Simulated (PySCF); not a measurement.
CClF$_{3}$, triplet, at the geometry of the source list (a higher spin typed on purpose: for a closed-shell molecule this is an excited state); PBE/STO-3G run with PySCF.

Here is a job for PySCF.
```python
from pyscf import gto, scf, dft

mol = gto.M(
    atom='''
F    -0.57610000   -0.63500000   -1.04370000
C    -0.07440000   -0.00180000    0.00350000
F    -0.57130000    1.22370000    0.02310000
F    -0.47540000   -0.62840000    1.09700000
Cl    1.69720000    0.04150000   -0.08000000
''',
    basis='sto-3g',
    spin=2,
    verbose=4,
    symmetry=True,
)

mf = dft.UKS(mol)
mf.xc = 'pbe'
mf.kernel()
mf.analyze()
```

Output, abridged:

```
PySCF version 2.14.0

[INPUT] verbose = 4
[INPUT] num. atoms = 5
[INPUT] num. electrons = 50
[INPUT] charge = 0
[INPUT] spin (= nelec alpha-beta = 2S) = 2
[INPUT] symmetry True subgroup None
[INPUT] Mole.unit = angstrom
[INPUT] Symbol           X                Y                Z      unit          X                Y                Z       unit  Magmom
[...]
nuclear repulsion = 250.120071998913
point group symmetry = C1
symmetry origin: [0. 0. 0.]
symmetry axis x: [1. 0. 0.]
symmetry axis y: [0. 1. 0.]
symmetry axis z: [0. 0. 1.]
num. orbitals of irrep A = 29
number of shells = 17
number of NR pGTOs = 87
number of NR cGTOs = 29
basis = sto-3g
ecp = {}

******** <class 'pyscf.dft.uks.UKS'> ********
method = UKS
initial guess = minao
damping factor = 0
level_shift factor = 0
DIIS = <class 'pyscf.scf.diis.CDIIS'>
diis_start_cycle = 1
diis_space = 8
diis_damp = 0
SCF conv_tol = 1e-09
SCF conv_tol_grad = None
SCF max_cycles = 50
direct_scf = True
direct_scf_tol = 1e-13
number electrons alpha = 26  beta = 24
XC library pyscf.dft.libxc version 7.1.2
    S. Lehtola, C. Steigemann, M. J. T. Oliveira, and M. A. L. Marques,  SoftwareX 7, 1–5 (2018)
XC functionals = pbe
    J. P. Perdew, K. Burke, and M. Ernzerhof,  Phys. Rev. Lett. 77, 3865 (1996)
    J. P. Perdew, K. Burke, and M. Ernzerhof,  Phys. Rev. Lett. 78, 1396 (1997)
    J. P. Perdew, K. Burke, and M. Ernzerhof,  Phys. Rev. Lett. 77, 3865 (1996)
    J. P. Perdew, K. Burke, and M. Ernzerhof,  Phys. Rev. Lett. 78, 1396 (1997)
radial grids:
    Treutler-Ahlrichs [JCP 102, 346 (1995); DOI:10.1063/1.469408] (M4) radial grids

becke partition: Becke, JCP 88, 2547 (1988); DOI:10.1063/1.454033
pruning grids: <function nwchem_prune>
grids dens level: 3
symmetrized grids: True
atomic radii adjust function: <function treutler_atomic_radii_adjust>
small_rho_cutoff = 0
Set gradient conv threshold to 3.16228e-05
tot grids = 75784
init E= -787.958794547594

cycle= 1 E= -787.06862379731  delta_E= 0.89  |g|= 0.357  |ddm|=  2.9

cycle= 2 E= -786.686709433995  delta_E= 0.382  |g|= 0.785  |ddm|= 1.88

cycle= 3 E= -787.076918933036  delta_E= -0.39  |g|= 0.297  |ddm|= 1.74

cycle= 4 E= -787.101320866054  delta_E= -0.0244  |g|= 0.242  |ddm|= 1.58

cycle= 5 E= -787.114806545315  delta_E= -0.0135  |g|= 0.198  |ddm|= 1.31

cycle= 6 E= -787.111265192045  delta_E= 0.00354  |g|= 0.194  |ddm|= 1.53

cycle= 7 E= -787.143019010811  delta_E= -0.0318  |g|= 0.102  |ddm|= 0.603

[...]
SCF not converged.
[...]
**** SCF Summaries ****
Total Energy =                        -787.141140658890322
Nuclear Repulsion Energy =             250.120071998913460
One-electron Energy =                -1593.314265360051877
Two-electron Energy =                  556.053052702248010
Two-electron Coulomb Energy =          620.839652352663279
DFT Exchange-Correlation Energy =      -64.786599650415226
**** MO energy ****
                             alpha | beta                alpha | beta
[...]
To work with the spin densities directly, `use mulliken_meta_spin()` only printing them here.

 ** Mulliken spin pop alpha/beta on meta-lowdin orthogonal AOs **
 ** Mulliken Spin Density (per AO)  **
spin_pop of  0 F 1s        0.00000
spin_pop of  0 F 2s        0.00196
spin_pop of  0 F 2px       0.25499
spin_pop of  0 F 2py      -0.00273
spin_pop of  0 F 2pz       0.03970
spin_pop of  1 C 1s        0.00005
spin_pop of  1 C 2s        0.20243
spin_pop of  1 C 2px       0.35349
spin_pop of  1 C 2py       0.01139
spin_pop of  1 C 2pz       0.01226
spin_pop of  2 F 1s        0.00000
spin_pop of  2 F 2s        0.00206
spin_pop of  2 F 2px       0.03549
spin_pop of  2 F 2py      -0.00504
spin_pop of  2 F 2pz       0.00998
spin_pop of  3 F 1s        0.00000
spin_pop of  3 F 2s        0.00210
spin_pop of  3 F 2px       0.13350
spin_pop of  3 F 2py      -0.00235
spin_pop of  3 F 2pz       0.02060
spin_pop of  4 Cl 1s        0.00000
spin_pop of  4 Cl 2s        0.00007
spin_pop of  4 Cl 3s        0.03769
spin_pop of  4 Cl 2px       0.00027
spin_pop of  4 Cl 2py       0.00000
spin_pop of  4 Cl 2pz       0.00013
spin_pop of  4 Cl 3px       0.30432
spin_pop of  4 Cl 3py       0.01288
spin_pop of  4 Cl 3pz       0.57475
 ** Mulliken Spin Density (per atom)  **
spin density of  0 F =      0.29392
spin density of  1 C =      0.57962
spin density of  2 F =      0.04250
spin density of  3 F =      0.15386
spin density of  4 Cl =      0.93010
 ** Mulliken pop alpha/beta on meta-lowdin orthogonal AOs **
 ** Mulliken pop       alpha | beta **
[...]
In total            26.00000 | 24.00000
 ** Mulliken atomic charges   ( Nelec_alpha | Nelec_beta ) **
charge of  0F =      0.13147  (     4.58122      4.28730 )
charge of  1C =      0.03640  (     3.27161      2.69199 )
charge of  2F =     -0.13688  (     4.58969      4.54719 )
charge of  3F =     -0.01808  (     4.58597      4.43211 )
charge of  4Cl =     -0.01292  (     8.97151      8.04141 )
Dipole moment(X, Y, Z, Debye): -1.02119, -1.16387, -0.71216
```

The run did not converge; its last values are not results.
